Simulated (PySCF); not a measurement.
# Relaxation of singlet [TiH5]-

Computed with PySCF, PBE0, basis Ti def2-TZVPD, H def2-TZVPD (no relativity, density fitting). A (50,194) grid was used.

A start displaced from a saddle point along its imaginary mode, of Cs symmetry, held to at least that symmetry:

```xyz
6
charge -1 multiplicity 1, angstrom
Ti   -0.0193   -0.0034    0.0000
H     0.5913    0.1200    1.6491
H     0.5913    0.1200   -1.6491
H     1.6810   -0.0727    0.0000
H    -0.9637    1.5033    0.0000
H    -0.9821   -1.5080    0.0000
```

Optimiser trace:
```json
{"step": "0", "E − E(last) (kJ/mol)": "5.27", "largest gradient (Eh/bohr)": "0.00104"}
{"step": "1", "E − E(last) (kJ/mol)": "5.15", "largest gradient (Eh/bohr)": "0.00066"}
{"step": "2", "E − E(last) (kJ/mol)": "1.15", "largest gradient (Eh/bohr)": "0.00519"}
{"step": "3", "E − E(last) (kJ/mol)": "0.92", "largest gradient (Eh/bohr)": "0.00976"}
{"step": "4", "E − E(last) (kJ/mol)": "0.38", "largest gradient (Eh/bohr)": "0.00378"}
{"step": "5", "E − E(last) (kJ/mol)": "0.19", "largest gradient (Eh/bohr)": "0.00097"}
{"step": "6", "E − E(last) (kJ/mol)": "0.16", "largest gradient (Eh/bohr)": "0.00094"}
{"step": "7", "E − E(last) (kJ/mol)": "0.14", "largest gradient (Eh/bohr)": "0.00170"}
{"step": "8", "E − E(last) (kJ/mol)": "0.14", "largest gradient (Eh/bohr)": "0.00197"}
{"step": "9", "E − E(last) (kJ/mol)": "0.13", "largest gradient (Eh/bohr)": "0.00212"}
{"step": "10", "E − E(last) (kJ/mol)": "0.13", "largest gradient (Eh/bohr)": "0.00209"}
{"step": "11", "E − E(last) (kJ/mol)": "0.12", "largest gradient (Eh/bohr)": "0.00193"}
{"step": "12", "E − E(last) (kJ/mol)": "0.11", "largest gradient (Eh/bohr)": "0.00170"}
{"step": "13", "E − E(last) (kJ/mol)": "0.11", "largest gradient (Eh/bohr)": "0.00138"}
{"step": "14", "E − E(last) (kJ/mol)": "0.09", "largest gradient (Eh/bohr)": "0.00114"}
{"step": "15", "E − E(last) (kJ/mol)": "0.06", "largest gradient (Eh/bohr)": "0.00087"}
{"step": "16", "E − E(last) (kJ/mol)": "0.03", "largest gradient (Eh/bohr)": "0.00044"}
{"step": "17", "E − E(last) (kJ/mol)": "0.01", "largest gradient (Eh/bohr)": "0.00020"}
{"step": "18", "E − E(last) (kJ/mol)": "0.00", "largest gradient (Eh/bohr)": "0.00019"}
```

It ends at C4v with Ti–H 1.746 Å (×4), Ti–H 1.796 Å; H–Ti–H 80.5° (×4), H–Ti–H 114.0° (×4), H–Ti–H 132.0° (×2) (after a last refinement on a finer grid). A frequency run shows a minimum. Other isomers or separated fragments may lie lower.

Final geometry:
Z-matrix (Å, degrees; charge -1 multiplicity 1):
```
Ti
H  1 1.7461
H  1 1.7461 2 132.01
H  1 1.7461 2 80.48 3 67.87
H  1 1.7461 2 80.48 3 -67.87
H  1 1.7958 2 113.99 3 180.00
```
